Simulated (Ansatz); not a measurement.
# GaHCl2O (SMILES [OH][Ga]([Cl])[Cl]): the energy, rung by rung

GaHCl2O has 5 atoms, charge 0, and is taken as a singlet. As SMILES, `[OH][Ga]([Cl])[Cl]`. The shape was relaxed beforehand at PBE0/def2-SVP.

Quantity: the adiabatic ionisation energy (to the doublet cation, shapes relaxed at PBE0/def2-SVP, no zero-point term), in eV. The values are calculated.

```json
{"level": "HF/def2-SVP", "kind": "Hartree–Fock", "program": "Ansatz", "value (eV)": "10.22", "CPU time (all runs)": "20 s"}
{"level": "SVWN5/def2-SVP", "kind": "LDA", "program": "Ansatz", "value (eV)": "10.83", "CPU time (all runs)": "7.6 s"}
{"level": "BLYP/def2-SVP", "kind": "GGA", "program": "Ansatz", "value (eV)": "10.42", "CPU time (all runs)": "16 s"}
{"level": "PBE/def2-SVP", "kind": "GGA", "program": "Ansatz", "value (eV)": "10.61", "CPU time (all runs)": "15 s"}
{"level": "CAM-B3LYP/def2-SVP", "kind": "range-separated hybrid", "program": "Ansatz", "value (eV)": "11.09", "CPU time (all runs)": "20 s"}
{"level": "B2PLYP/def2-SVP", "kind": "double hybrid", "program": "Ansatz", "value (eV)": "10.98", "CPU time (all runs)": "30 s"}
{"level": "RPA@PBE/def2-SVP", "kind": "RPA", "program": "Ansatz", "value (eV)": "10.53", "CPU time (all runs)": "29 s"}
{"level": "MP2/def2-SVP", "kind": "perturbation theory", "program": "Ansatz", "value (eV)": "11.41", "CPU time (all runs)": "17 s"}
```

All-electron rows without a relativistic Hamiltonian named are non-relativistic. The values span 10.22 to 11.41 eV. In the correlated wave-function rows the outer d shell of Ga is correlated, in sets not made for it. In so small a basis fixed costs decide the times, and correlated methods can beat functionals. CPU times are rough (shared hosts, several kinds of processor and program).
